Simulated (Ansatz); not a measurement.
The same redistribution along the group Al, Ga, In.

Gas-phase electronic energies from Ansatz, PBE0-D4/def2-TZVP geometries. CCSD(T)/CBS is the MP2 limit (def2-TZVPP, def2-QZVPP) plus CCSD(T) − MP2 in def2-TZVPP, frozen cores. DFT in def2-TZVPP. B3LYP here is the variant with VWN-RPA as its local correlation; programs differ in this. def2 core potentials past Kr. For Ga, Ge, In outer-core shells are correlated without core-valence functions, which leaves a few kJ/mol of doubt a bond. Scalar relativity is left out up to krypton.

| reaction | CCSD(T)/def2-SVP (kJ/mol) | B3LYP-D4 (kJ/mol) | r2SCAN-D4 (kJ/mol) |
| --- | --- | --- | --- |
| `C#[C][Al]([F])[Cl]` + `F[Si](F)(Cl)[GeH3]` → `C#[C][Al]([Cl])[Cl]` + `F[Si](F)(F)[GeH3]` | -24 | -27 | -29 |
| `C#[C][Ga]([F])[Cl]` + `F[Si](F)(Cl)[GeH3]` → `C#[C][Ga]([Cl])[Cl]` + `F[Si](F)(F)[GeH3]` | -72 | -82 | -80 |
| `C#[C][In]([F])[Cl]` + `F[Si](F)(Cl)[GeH3]` → `C#[C][In]([Cl])[Cl]` + `F[Si](F)(F)[GeH3]` | -103 | -106 | -105 |

Give the CCSD(T)/CBS values in the same order. (Best estimate.)

Ansatz gave: -29, -86, -110 kJ/mol.

Largest T1 diagnostic: 0.015, for `C#[C][In]([F])[Cl]`.
